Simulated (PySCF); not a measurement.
In(Br)2(OMe) (CH3Br2InO), SMILES [Br][In]([O]C)[Br].

Coordinates come from a PBE0-D3(BJ)/def2-SVP optimisation. The def2 effective core potentials stand for the cores of In; spin–orbit coupling is left out. The values are those of a single conformer.

The numbers are results of TDDFT-ωB97X/def2-SVPD (PySCF), not measurements.

Vertical excitations. Isolated molecule, no solvent.

Computed excitation energies, oscillator strengths and character:
```json
[
 {"state": "S1", "energy (eV)": "4.64", "λ (nm)": "267", "f": "0.001", "main pairs": "HOMO→LUMO 93 %"},
 {"state": "S2", "energy (eV)": "5.09", "λ (nm)": "243", "f": "0.053", "main pairs": "HOMO−1→LUMO 52 %, HOMO−2→LUMO 35 %"},
 {"state": "S3", "energy (eV)": "5.17", "λ (nm)": "240", "f": "0.000", "main pairs": "HOMO−3→LUMO 95 %"},
 {"state": "S4", "energy (eV)": "5.20", "λ (nm)": "239", "f": "0.057", "main pairs": "HOMO−2→LUMO 57 %, HOMO−1→LUMO 27 %"},
 {"state": "S5", "energy (eV)": "5.44", "λ (nm)": "228", "f": "0.002", "main pairs": "HOMO−4→LUMO 84 %"},
 {"state": "S6", "energy (eV)": "5.62", "λ (nm)": "221", "f": "0.042", "main pairs": "HOMO−5→LUMO 92 %"},
 {"state": "S7", "energy (eV)": "6.07", "λ (nm)": "204", "f": "0.001", "main pairs": "HOMO−1→LUMO+1 95 %"},
 {"state": "S8", "energy (eV)": "6.33", "λ (nm)": "196", "f": "0.134", "main pairs": "HOMO→LUMO+1 71 %"},
 {"state": "S9", "energy (eV)": "6.44", "λ (nm)": "193", "f": "0.000", "main pairs": "HOMO−2→LUMO+1 96 %"},
 {"state": "S10", "energy (eV)": "6.48", "λ (nm)": "191", "f": "0.076", "main pairs": "HOMO−3→LUMO+1 52 %, HOMO−6→LUMO 32 %, HOMO→LUMO+1 10 %"},
 {"state": "T1", "energy (eV)": "4.33", "λ (nm)": "286", "f": "0", "main pairs": "HOMO→LUMO 90 %"},
 {"state": "T2", "energy (eV)": "4.45", "λ (nm)": "279", "f": "0", "main pairs": "HOMO−1→LUMO 91 %"},
 {"state": "T3", "energy (eV)": "4.73", "λ (nm)": "262", "f": "0", "main pairs": "HOMO−2→LUMO 92 %"},
 {"state": "T4", "energy (eV)": "4.84", "λ (nm)": "256", "f": "0", "main pairs": "HOMO−3→LUMO 92 %"}
]
```
Triplets are in the Tamm–Dancoff approximation, which puts them higher than full response would, so one can lie above its singlet here.
